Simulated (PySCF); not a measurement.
**Assignment exercise: C₅H₈N₂O₂Si**

Structure with atom numbers: `[CH3:1][O:2][Si@H:3]([CH:4]=[O:5])/[N:6]=[C:7](/[CH3:8])[C:9]#[N:10]`. Each H is labelled by its parent atom.

PySCF 2.14 calculation with geometry from GFN2-xTB and NMR shieldings at PBE0/pcSseg-1/GIAO; one computed conformer, non-relativistic Hamiltonian, averaged over atoms made equivalent by symmetry, fast rotation or ring inversion, no solvent.

Scale: ¹³C, ¹H against TMS (reference shieldings calculated alike).

Task: Assign these signals to the numbered atoms. ¹³C{¹H} NMR (computed): δ 249.7 (CH), 161.3 (C), 117.5 (C), 53.7 (CH3), 36.3 (CH3).

Result: 
```tsv
δ (ppm)	atoms	environment	reason
249.7	C4	carbonyl carbon	–
161.3	C7	C=N carbon	–
117.5	C9	nitrile carbon	C≡N carbons fall here, among the sp2 signals but without a proton
53.7	C1	methyl carbon bonded to O	deshielded by the electronegative neighbour
36.3	C8	methyl carbon	a saturated carbon with 1 carbon neighbour and no heteroatom attached
```

Task: Assign these signals to the numbered atoms. ¹H NMR (400 MHz, computed): δ 12.17 (d, 1H), 5.14 (d, 1H), 4.24 (s, 3H), 2.60 (s, 3H).

Result: 
12.17 → H(C4), hydrogen on a carbonyl carbon
5.14 → H(Si3), hydrogen on a silicon bonded to C, N, O
4.24 → H(C1), hydrogen on a methyl carbon bonded to O: its carbon carries O, which withdraws density
2.60 → H(C8), hydrogen on a methyl carbon

Shifts are as computed. Against solution values, carbons near 30 ppm lie about +3 ppm off and those near 130 ppm about +5 ppm. Of 1309 compounds with measured shifts, 239 miss one by over three times the rms of a fit or turn the order of signals round; such compounds aren't used in these exercises. No couplings were computed; multiplicities are counted from neighbouring protons, with m where these are inequivalent, close in shift, in a saturated or five-membered ring or joined by F or P, and br s for small geminal =CH2 splittings.
